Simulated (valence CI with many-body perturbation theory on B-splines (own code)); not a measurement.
## Sensitivity of CI+MBPT for Cs XXXV

Calculated by relativistic CI+MBPT: three valence electrons over a frozen Dirac-Fock core [Ar], radial functions for each j: 6 s, 6 p, 5 d, 5 f, 1 g, with the one-electron correlation potential Σ1 (screened to all orders), the two-electron term Σ2, the three-electron term Σ3, Breit, model QED; selected single and double excitations, second order for the rest, scaled by the run's own slope (own B-spline code, finite nucleus).

No measured spectrum was set against this ion. As an estimate, large intervals hold to a few tenths of a per cent, small ones and those within an open d or f shell to about a per cent. Only levels of the ground parity were solved; by the run's estimate the other parity begins above the list, which can be wrong where configurations are misplaced.

The reference run has the lowest level (3d3/2^3) J=3/2 and an ionisation energy of 2230.50 eV. Its largest variational space holds 2230 state functions.

Levels are named by their leading jj configuration (3d3/2^4 stands for four electrons in 3d with j = 3/2), which in mixed levels can hold well under half, so a name can repeat and another be missing. Letters in brackets count levels of one name in rising energy.

| Level | Reference (cm⁻¹) | Shift (cm⁻¹) |
| --- | --- | --- |
| (3d3/2^2 3d5/2) J=5/2 [a] | 99562 | +95 |
| (3d3/2^2 3d5/2) J=3/2 | 143708 | -89 |
| (3d3/2^2 3d5/2) J=7/2 | 145317 | +16 |
| (3d3/2^2 3d5/2) J=9/2 | 158251 | -64 |
| (3d3/2^2 3d5/2) J=1/2 | 167469 | -124 |
| (3d3/2^2 3d5/2) J=5/2 [b] | 254641 | -139 |
| (3d3/2 3d5/2^2) J=7/2 [a] | 256381 | -16 |
| (3d3/2 3d5/2^2) J=9/2 | 271848 | -9.4 |
| (3d3/2 3d5/2^2) J=3/2 [a] | 300906 | -92 |
| (3d3/2 3d5/2^2) J=1/2 | 315126 | -194 |
| (3d3/2 3d5/2^2) J=11/2 | 328234 | -162 |
| (3d3/2 3d5/2^2) J=5/2 [a] | 347680 | -211 |

The ionisation energy moves by +0.028 eV.

Question: Which of these changes was made?
A. correlating orbitals by l 3 3 3 3 1 → 4 4 0 0 0
B. correlating orbitals by l 3 3 3 3 1 → 4 4 3 3 2
C. correlating orbitals by l 3 3 3 3 1 → 2 2 1 1 0; natural orbitals for correlation on → off
D. scale of Σ1 1 → 0

Answer: B. correlating orbitals by l 3 3 3 3 1 → 4 4 3 3 2.
